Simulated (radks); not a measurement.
The numbers below are computed, except where a source is named.
Species: the rhodium ion Rh4+. Configuration: [Ar] 3d10 4s2 4d(up 3, down 3) 4p(up 3, down 2) (spins set by hand, not the high-spin state). Level of theory: scalar-relativistic Kohn-Sham, r2SCAN, spin-polarised, spherical densities, finite nucleus; meta-GGA in the generalised Kohn-Sham scheme; Fermi nuclear charge, rms radius 4.4945 fm (a radial shooting solver on a logarithmic mesh with Libxc functionals). Some entries of the table are withheld. Estimate them.

orbital,occ.,eigenvalue (Ry),<r^2> (bohr^2),r(max) (bohr)
1s up,1,-1701.095,0.001439,0.02118
1s down,1,-1701.071,0.001439,0.02118
2s up,1,-251.2341,0.02372,0.1197
2s down,1,-251.2268,0.02372,0.1197
2p up,3,-225.4081,0.01870,0.09578
2p down,3,-225.3885,0.01870,0.09578
3s up,1,-48.76995,0.1737,0.3508
3s down,1,-48.75480,0.1737,0.3509
3p up,3,-40.20320,0.1764,0.3442
3p down,3,-40.18328,0.1764,0.3443
3d up,5,-26.54158,0.1636,0.2920
3d down,5,-26.51851,0.1635,0.2920
4s up,1,-10.27903,(1),0.8775
4s down,1,-10.15115,(2),0.8777
4p up,3,-7.79325,(3),0.9341
4p down,2,-7.67572,(4),0.9353
4d up,3,-4.13942,1.918,1.079
4d down,3,-4.05266,1.962,1.085

Answer. 
(1) 4s up <r^2> (bohr^2): 1.053
(2) 4s down <r^2> (bohr^2): 1.058
(3) 4p up <r^2> (bohr^2): 1.249
(4) 4p down <r^2> (bohr^2): 1.259
